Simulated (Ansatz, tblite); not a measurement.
Cost and result up the ladder for the cluster Ag₃S⁺ (4 atoms). The state is a singlet with charge 1. Geometry: B3LYP-D4/def2-SVP.

```xyz
4

Ag    0.770    1.093    1.640
Ag   -0.965   -1.841    0.395
Ag   -0.570    1.073   -1.733
S     0.766   -0.325   -0.302
```

Ansatz on 4 threads of Intel Xeon on a shared host; xTB runs through tblite on one thread. Times are rough, summed over both states, and most runs start from the orbitals of an earlier one. ωB97M-V/def2-TZVP serves as the yardstick here, not as an exact answer. The other state is a triplet at its own geometry.

In the def2 sets Ag takes a core potential; there is no spin–orbit coupling. The xTB rows come from tblite. B3LYP takes the VWN-RPA correlation. Correlated methods freeze 5 core orbitals; core or outer-core shells of Ag are correlated, in sets that lack core-valence functions. The structure comes from a short search, and lower isomers may exist.

xTB has no spin-polarisation term.

```
                          level  functions  wall time
                       GFN1-xTB         36    0.039 s
                       GFN2-xTB         36    0.044 s
          LDA (SPW92)/def2-TZVP        157      8.8 s
               PBE-D4/def2-TZVP        157       13 s
                   HF/def2-TZVP        157       15 s
              PBE0-D4/def2-TZVP        157       20 s
             B3LYP-D4/def2-TZVP        157       20 s
              RPA@PBE/def2-TZVP        157       27 s
            r2SCAN-D4/def2-TZVP        157       28 s
           r2SCAN0-D4/def2-TZVP        157       34 s
ωB97M-V/def2-TZVP (with forces)        157       67 s
```

Estimate what each level gives for the triplet − singlet (eV).


| level | triplet − singlet (eV) | difference from ωB97M-V/def2-TZVP (eV) |
| --- | --- | --- |
| GFN1-xTB | 2.16 | -0.67 |
| GFN2-xTB | 3.43 | 0.60 |
| LDA (SPW92)/def2-TZVP | 2.27 | -0.56 |
| PBE-D4/def2-TZVP | 2.04 | -0.79 |
| HF/def2-TZVP | 1.95 | -0.88 |
| PBE0-D4/def2-TZVP | 2.27 | -0.56 |
| B3LYP-D4/def2-TZVP | 2.09 | -0.74 |
| RPA@PBE/def2-TZVP | 2.40 | -0.43 |
| r2SCAN-D4/def2-TZVP | 2.16 | -0.67 |
| r2SCAN0-D4/def2-TZVP | 2.31 | -0.52 |
| ωB97M-V/def2-TZVP (with forces) | 2.83 | 0.00 |
